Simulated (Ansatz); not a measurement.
`CO[SiH2]Br` + `[SiH3]`• → `CO[SiH]Br`• + SiH₄ at 700 K and 1 bar (hydrogen abstraction from the Si–H bond).

Isolated molecules relaxed with PBE0-D4/def2-TZVP in Ansatz; ΔE leaves out vibrations. CCSD(T)/CBS adds triple-zeta CCSD(T) − MP2 to the extrapolated MP2 energy (def2 sets, frozen cores). This one scheme is used for every species. Open shells (•) are unrestricted, without spin–orbit coupling. For Br outer-core shells are correlated without core-valence functions, which leaves a few kJ/mol of doubt a bond. Scalar relativity is left out up to krypton. One conformer a species, not always the lowest.

```json
{"species": "`CO[SiH2]Br`", "CCSD(T)/CBS energy (Eh)": "-2978.70869", "H − E (kJ/mol)": "226.3", "S (J/(mol·K))": "438.3"}
{"species": "`[SiH3]`•", "CCSD(T)/CBS energy (Eh)": "-290.80808", "H − E (kJ/mol)": "86.0", "S (J/(mol·K))": "258.6"}
{"species": "`CO[SiH]Br`•", "CCSD(T)/CBS energy (Eh)": "-2978.05306", "H − E (kJ/mol)": "197.3", "S (J/(mol·K))": "435.9"}
{"species": "SiH₄", "CCSD(T)/CBS energy (Eh)": "-291.46306", "H − E (kJ/mol)": "115.5", "S (J/(mol·K))": "252.9"}
```

H − E and S are ideal-gas, rigid-rotor, harmonic terms from PBE0-D4/def2-TZVP, for one conformer and one mirror image of each species, with the whole ground term of open shells counted as degenerate. 1 Eh = 2625.50 kJ/mol, R = 8.31446 J/(mol·K).

By hand: ΔE, ΔH, ΔS and ΔG.

ΔE = (-2978.05306) + (-291.46306) − (-2978.70869) − (-290.80808) = 0.00065 Eh = 1.7 kJ/mol. Δ(H − E) = 197.3 + 115.5 − 226.3 − 86.0 = 0.5, so ΔH = 2.2 kJ/mol. ΔS = 435.9 + 252.9 − 438.3 − 258.6 = -8.1 J/(mol·K). ΔG = 2.2 − 700 × (-8.1)/1000 = 7.9 kJ/mol.

By hand: the equilibrium constant, and the temperature at which ΔG would vanish if ΔH and ΔS stayed fixed.

log₁₀ K = −ΔG/(RT ln 10) = -0.6. ΔH and −TΔS have one sign here, so there is no such temperature. One of them is within its doubt of zero, so this could turn.

TΔS isn't small against ΔH here. A doubt of 5 kJ/mol in ΔE shifts log₁₀ K by 0.4 here. Other conformers and mirror images would add mixing entropy, several J/(mol·K) or more a flexible species. These are equilibria of isolated gas molecules and say nothing of rates. Largest T1 diagnostic: 0.015 (customary marks: 0.02 for closed shells, 0.045 for open ones).
